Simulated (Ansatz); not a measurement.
Cost and result up the ladder for Ge(OH)2Cl2 (GeCl2O2H2) (7 atoms). The state is a singlet with charge 0. Geometry: PBE0-D4/def2-SVP.

Cartesian coordinates in Å:
```
Ge -0.0252 -0.0837 -0.0831
O -0.6488 1.5422 0.0006
H -1.4985 1.6410 -0.4448
O 1.0395 -0.2446 1.2880
H 1.7152 -0.9209 1.1603
Cl 1.0593 -0.4467 -1.8937
Cl -1.6416 -1.4873 -0.0271
```

Ansatz on 4 threads of Arm Neoverse V1 on a shared host. Times are rough, and most runs start from the orbitals of an earlier one. PBE0-D4/def2-TZVPD serves as the yardstick here, not as an exact answer. Differences are given only for rows in sets of like size (and for xTB, whose basis is part of the method), since another set adds its own error. Binding counts from free atoms at the same level (Ge triplet, O triplet, H doublet, Cl doublet; other spins of the atoms weren't run), without zero-point energy or a counterpoise term.

The 6-31G sets use Cartesian d functions. LC-ωPBE has ω = 0.4 bohr⁻¹. B3LYP takes the VWN-RPA correlation. Correlated methods freeze 21 core orbitals; core or outer-core shells of Ge are correlated, in sets that lack core-valence functions.

Correlated methods converge slowly with the basis.

```csv
level,functions,wall time,binding energy per atom (eV),difference from PBE0-D4/def2-TZVPD (eV)
HF/STO-3G,48,0.2 s,2.53,–
HF/6-31G,77,0.5 s,1.83,–
PBE-D4/def2-SVP,106,0.95 s,3.58,–
LDA (SPW92)/def2-TZVP,196,1.1 s,4.15,0.66
PBE0-D4/def2-SVP,106,1.5 s,3.46,–
PBE-D4/def2-TZVP,196,1.9 s,3.59,0.10
HF/def2-TZVP,196,2.2 s,2.34,-1.15
BLYP-D4/def2-TZVP (with forces),196,2.4 s,3.47,-0.02
LC-ωPBE/def2-TZVP,196,2.6 s,3.47,-0.02
PBE0-D4/def2-TZVP,196,3.2 s,3.49,0.00
B3LYP-D4/def2-TZVP,196,3.4 s,3.45,-0.04
r2SCAN-D4/def2-TZVP,196,4.3 s,3.54,0.05
PBE0-D4/def2-TZVPD,244,5.5 s,3.49,0.00
CCSD(T)/def2-TZVP,196,1.7 min,3.41,-0.08
```
